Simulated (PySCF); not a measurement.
2-hydroxyethylboronic acid (C₂H₇BO₃), SMILES OCCB(O)O. Atoms are numbered in the order given.

```xyz
13

O     -2.6831     0.0065     0.4850
C     -1.4465    -0.3567    -0.0739
C     -0.2757     0.4470     0.4718
B      1.1296     0.0875    -0.1566
O      2.1917     0.9485    -0.1697
O      1.3155    -1.1468    -0.6948
H     -2.6397    -0.1689     1.4306
H     -1.2395    -1.4374     0.0483
H     -1.5416    -0.1857    -1.1581
H     -0.1894     0.2681     1.5630
H     -0.4957     1.5243     0.3684
H      1.9843     1.8069     0.2091
H      2.2136    -1.2521    -1.0294
```
Charge 0, spin multiplicity 1.

Geometry: PBE0-D3(BJ)/def2-SVP. The values are those of a single conformer.

Two levels are set side by side: PBE/pcSseg-1 (PySCF) and B3LYP/pcSseg-1 (PySCF). GIAO shifts against BF3 (¹¹B), H2O (¹⁷O), TMS (¹H), TMS (¹³C) at the same level; non-relativistic, no solvent, atoms listed together averaged. Differences are taken from unrounded values.

```csv
quantity,B3LYP
δ(¹⁷O) of O1 (ppm),57.4
δ(¹³C) of C2 (ppm),66.2
δ(¹³C) of C3 (ppm),27.0
δ(¹¹B) of B4 (ppm),19.1
δ(¹H) of H7 (ppm),-0.42
"δ(¹H) of H10, H11 (ppm)",1.04
```

What does PBE give, and how far is it from B3LYP? (Estimate from the structure and the level; the computed values follow.)


```csv
quantity,PBE,PBE minus B3LYP
δ(¹⁷O) of O1 (ppm),63.6,6.2
δ(¹³C) of C2 (ppm),67.4,1.2
δ(¹³C) of C3 (ppm),27.5,0.5
δ(¹¹B) of B4 (ppm),17.5,-1.6
δ(¹H) of H7 (ppm),-0.63,-0.21
"δ(¹H) of H10, H11 (ppm)",1.08,0.04
```

Rough cost on one machine, each run with all the roots and properties that it gave: B3LYP against PBE within a factor of 2.
